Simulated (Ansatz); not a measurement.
## Reading a saddle point

A first-order saddle point of Si2H6ClF, closed shell, PBE0-D4/def2-TZVP, with one imaginary mode of 1086i cm⁻¹:

```json
{"atom": "Si1", "x (Å)": "-0.5942", "y (Å)": "-0.9842", "z (Å)": "-0.4410"}
{"atom": "F2", "x (Å)": "0.2547", "y (Å)": "-1.6723", "z (Å)": "1.1460"}
{"atom": "H3", "x (Å)": "0.1777", "y (Å)": "-1.9428", "z (Å)": "-1.2449"}
{"atom": "H4", "x (Å)": "-1.9042", "y (Å)": "-1.3058", "z (Å)": "0.1434"}
{"atom": "Cl5", "x (Å)": "-1.2205", "y (Å)": "0.3314", "z (Å)": "-1.9839"}
{"atom": "H6", "x (Å)": "0.4334", "y (Å)": "-0.4967", "z (Å)": "0.8767"}
{"atom": "Si7", "x (Å)": "0.5901", "y (Å)": "1.2024", "z (Å)": "0.3352"}
{"atom": "H8", "x (Å)": "1.4395", "y (Å)": "1.3160", "z (Å)": "1.5578"}
{"atom": "H9", "x (Å)": "1.4130", "y (Å)": "1.4709", "z (Å)": "-0.8618"}
{"atom": "H10", "x (Å)": "-0.5894", "y (Å)": "2.0810", "z (Å)": "0.4725"}
```

Ansatz 0.2.0; basis: def2-TZVPP and def2-QZVPP; cores frozen in the correlated methods. Extrapolation: Hartree–Fock as exp(−7.88 √X), correlation as X^−2.97.

Task: Which contacts change along the imaginary mode, and what lies on either side? (A judgement: the text doesn't fix the answer.)

Result: The calculation gives: The step is SiH₂ClF ([F][SiH2][Cl]) + SiH₄ → Si₂H₅Cl ([SiH3][SiH2][Cl]) + HF, with the molecules in contact on both sides. Shortening one way: Si1–Si7, F2–H6; lengthening the same way: Si1–F2, H6–Si7.
| pair | one side (Å) | saddle (Å) | other side (Å) |
| --- | --- | --- | --- |
| Si1–Si7 | 4.78 | 2.61 | 2.34 |
| F2–H6 | 2.99 | 1.22 | 0.93 |
| Si1–F2 | 1.59 | 1.93 | 3.08 |
| H6–Si7 | 1.48 | 1.79 | 2.79 |

Task: Which side is lower, and how far does the saddle lie above each? (Judge from chemistry; the value comes from the calculation.)

Result: By the calculation: The side with Si1–F2, H6–Si7 short is lower by 32.32 kcal/mol; the saddle lies 69.71 kcal/mol above it and 37.40 kcal/mol above the other (CCSD(T) at an estimated basis limit (MP2 extrapolated from triple and quadruple zeta, plus CCSD(T) − MP2 in triple zeta); electronic energies).

No T1 diagnostic of these runs exceeds 0.013. The start structure is not quite a true minimum (one mode of 27i cm⁻¹).

Labels in which every atom is bracketed show which atoms are joined, not bond orders.

For scale, one of the runs: CCSD(T)/def2-TZVPP, 241 basis functions, launched by `ansatz run in.yaml --threads 4 --pin off --events-out ev --progress --plain --max-ram 9574MiB`. The run took 100 s on 4 CPU threads of an Arm Neoverse V2 (shared host), with 4.2 GiB of host memory at its peak.
